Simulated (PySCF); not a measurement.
Al(H)2(OH) (AlH₃O), SMILES [OH][AlH2].

Coordinates come from a PBE0-D3(BJ)/def2-TZVP optimisation. The geometry has at least one imaginary mode, so it is a saddle point at that level.

Calculation: TDA-ωB97X/def2-TZVPD in PySCF.

Vertical excitations. Isolated molecule, no solvent. State labels are in the subgroup C2v.

| state | symmetry | energy (eV) | λ (nm) | f | main pairs |
|---|---|---|---|---|---|
| S1 | A2 | 5.85 | 212 | 0.000 | HOMO→LUMO 97 % |
| S2 | B2 | 7.24 | 171 | 0.015 | HOMO→LUMO+1 57 %, HOMO→LUMO+2 18 % |
| S3 | A2 | 7.77 | 160 | 0.000 | HOMO−2→LUMO 94 % |
| S4 | B1 | 8.16 | 152 | 0.023 | HOMO−1→LUMO+1 74 %, HOMO−1→LUMO+2 12 % |
| S5 | A1 | 8.16 | 152 | 0.043 | HOMO−1→LUMO 90 % |
| S6 | B2 | 8.26 | 150 | 0.052 | HOMO→LUMO+2 47 %, HOMO→LUMO+1 14 %, HOMO→LUMO+3 14 %, HOMO−2→LUMO+1 10 % |
| S7 | B2 | 8.48 | 146 | 0.361 | HOMO→LUMO+4 43 %, HOMO−2→LUMO+1 33 %, HOMO→LUMO+2 7 % |
| S8 | B2 | 8.73 | 142 | 0.113 | HOMO→LUMO+3 51 %, HOMO→LUMO+2 13 %, HOMO→LUMO+4 12 %, HOMO→LUMO+1 10 % |
| S9 | B1 | 8.95 | 138 | 0.418 | HOMO−3→LUMO 87 % |
| S10 | B2 | 9.41 | 132 | 0.006 | HOMO→LUMO+4 21 %, HOMO−2→LUMO+3 20 %, HOMO−2→LUMO+1 17 %, HOMO→LUMO+3 16 % |
| T1 | A2 | 5.50 | 226 | 0 | HOMO→LUMO 93 % |
| T2 | B2 | 6.79 | 183 | 0 | HOMO→LUMO+1 51 %, HOMO→LUMO+3 20 %, HOMO→LUMO+2 13 % |
| T3 | A1 | 7.39 | 168 | 0 | HOMO−1→LUMO 92 % |
| T4 | B2 | 7.45 | 166 | 0 | HOMO→LUMO+4 42 %, HOMO→LUMO+3 25 %, HOMO→LUMO+11 11 % |
Triplets are in the Tamm–Dancoff approximation.
